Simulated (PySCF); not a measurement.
Ge(OH)2(SH)2 (GeH4O2S2), SMILES [OH][Ge]([OH])([SH])[SH]. Atoms are numbered in the order given.

```xyz
9

O      0.3059    -1.4338    -1.2276
Ge     0.0000     0.0000    -0.2344
O     -0.3059     1.4338    -1.2276
S     -1.8654    -0.1610     0.9304
S      1.8654     0.1610     0.9304
H     -0.5050    -1.7805    -1.6190
H      0.5050     1.7805    -1.6190
H     -2.3677     0.9273     0.3047
H      2.3677    -0.9273     0.3047
```
Charge 0, spin multiplicity 1.

Coordinates come from a PBE0-D3(BJ)/def2-SVP optimisation. This is a generated structure with no PubChem entry under its InChIKey; it may be hypothetical. One conformer was computed; it need not be the lowest.

Method: PBE/pcSseg-1 (PySCF).

GIAO shieldings, no solvent; atoms alike by connectivity are averaged. δ = σ(ref) − σ: ¹⁷O against H2O (σ = 334.3 ppm); ⁷³Ge against GeH4 (σ = 1614.4 ppm); ³³S against H2S (σ = 706.5 ppm); ¹H against TMS (σ = 31.49 ppm), references at their B3LYP-D3(BJ)/def2-TZVP geometries, non-relativistic.

Q: Estimate the chemical shifts. (The exact figures need the calculation; the answer reports its results.)

A: 
| nucleus | atoms | count | δ (ppm) |
|---|---|---|---|
| ¹⁷O | O1, O3 | 2 | 123.0 |
| ⁷³Ge | Ge2 | 1 | 483.6 |
| ³³S | S4, S5 | 2 | 61.9 |
| ¹H | H6, H7 | 2 | 2.04 |
| ¹H | H8, H9 | 2 | 1.89 |
